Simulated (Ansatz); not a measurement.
Species: sum formula H6SiNO3 (charge +1, singlet). It need not be the lowest isomer of its formula. 
Coordinates optimised at B3LYP-D3(BJ)/def2-TZVP (Ansatz, a program for electronic structure):
SMILES: N[Si](O)([OH2+])O
```xyz
11

N     -0.4306    -1.4565    -0.7929
Si    -0.1670    -0.0759     0.0873
O      0.5627    -0.1563     1.5165
O     -1.3515     0.9574    -0.1841
O      1.3115     0.7453    -0.6440
H     -1.2437    -1.5642    -1.3810
H      0.0867    -2.3135    -0.6738
H      0.1889    -0.5616     2.3050
H     -1.4885     1.7947     0.2681
H      1.5110     0.6919    -1.5920
H      2.1153     0.8397    -0.1061
```
Charge +1, spin multiplicity 1.

Basis-set convergence of Hartree-Fock and MP2 correlation energies (hartree) with Ansatz. Correlated levels leave the core frozen unless marked. Spin-orbit coupling is left out. Non-relativistic.

```tsv
basis	functions	E(HF)	E(corr, MP2)
cc-pV(D+d)Z	109	-571.42252	-0.82535
cc-pV(T+d)Z	243	-571.55508	-1.04952
cc-pV(Q+d)Z	464	-571.58241	-1.13149
```

Extrapolating the two largest sets (X = 3 and 4) as X^-3: E(corr) = (64·(-1.13149) - 27·(-1.04952))/37 = -1.1913 Eh, an estimate of the basis-set limit. The largest set recovers 95.0 % of it, the smallest 69.3 %.
